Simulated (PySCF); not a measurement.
A side-by-side comparison of computed properties.

First species: C2H16Si5.
SMILES: `[SiH2]([Si@@H]([SiH2]CC)[SiH3])[SiH3]`

Second species: C4H8N2O2Si.
Numbering: `[CH3:1][CH2:2][c:3]1[n:4][c:5]([O:6][SiH3:7])[n:8][o:9]1` (hydrogens: H10, H11, H12 on C1; H13, H14 on C2; H15, H16, H17 on Si7)

Levels: PBE0/pcSseg-1 for dipole moment, HOMO energy, LUMO energy and HOMO–LUMO gap; GFN2-xTB for rotational constant A and rotational constant C. Geometries: GFN2-xTB. Each species is one conformer at its optimised geometry, gas phase, non-relativistic unless stated. Electronic properties by PySCF.

The conformers computed, where there is a choice (atom-mapped SMILES and torsion angles):
- `[CH3:1][CH2:2][SiH2:3][Si@@H:4]([SiH3:5])[SiH2:6][SiH3:7]`: C1–C2–Si3–Si4 -178°, C2–Si3–Si4–Si5 -63°, Si3–Si4–Si6–Si7 63°
- `[CH3:1][CH2:2][c:3]1[n:4][c:5]([O:6][SiH3:7])[n:8][o:9]1`: C1–C2–C3–N4 -103°, N4–C5–O6–Si7 0°

(1) Which of the two has the higher LUMO energy, and by how much?

(2) Which has the higher HOMO energy?

(3) Which has the higher rotational constant C?

(4) Which of the two has the higher dipole moment, and by how much?

(5) Which of the two has the higher rotational constant A, and by how much?

Answers

(1) The second: -0.52 eV against -0.86 eV, a difference of 0.34 eV.

(2) The second: -7.61 eV against -7.97 eV, a difference of 0.36 eV.

(3) The second: 0.656 GHz against 0.397 GHz, a difference of 0.259 GHz.

(4) The second: 3.37 D against 0.56 D, a difference of 2.81 D.

(5) The second: 3.333 GHz against 0.867 GHz, a difference of 2.466 GHz.

On the first: The dipole matches unit charges of opposite sign 0.12 Å apart (1 e·Å = 4.8032 D).

On the second: In atomic units the dipole is 1.32 e·bohr (1 au = 2.5417 D). A dipole of 3.37 D is allowed in C1, and pure rotational transitions are dipole-allowed.
